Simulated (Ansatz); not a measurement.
Species: VF (charge 0, quintet). The spin state was set by rule; other spins were not relaxed. SMILES: [F][V]
Geometry from a B3LYP-D3(BJ)/def2-TZVP (Ansatz, a quantum-chemistry and plane-wave program) optimisation:
```xyz
2

V      0.0000     0.0000    -0.5025
F      0.0000     0.0000     1.2842
```
Charge 0, spin multiplicity 5.

Problem. Give the harmonic wavenumbers at B3LYP-D3(BJ)/def2-TZVP (Ansatz, finite differences of forces, unscaled).

Solution. 671 cm⁻¹. Zero-point energy 1.0 kcal/mol.

Problem. From these and the geometry, give the ideal-gas thermochemistry at 298.15 K and 1 atm (rigid rotor, harmonic oscillator).

Solution. Point group C∞v, rotational symmetry number 1. Rotational constants 11.44, 11.44 GHz. S(trans) 38.65, S(rot) 14.50, S(vib) 0.34, S(elec, spin only) 3.20, S 56.7 cal/(mol K). H(298) - H(0) 2.15 kcal/mol; G - E(el) -13.8 kcal/mol.
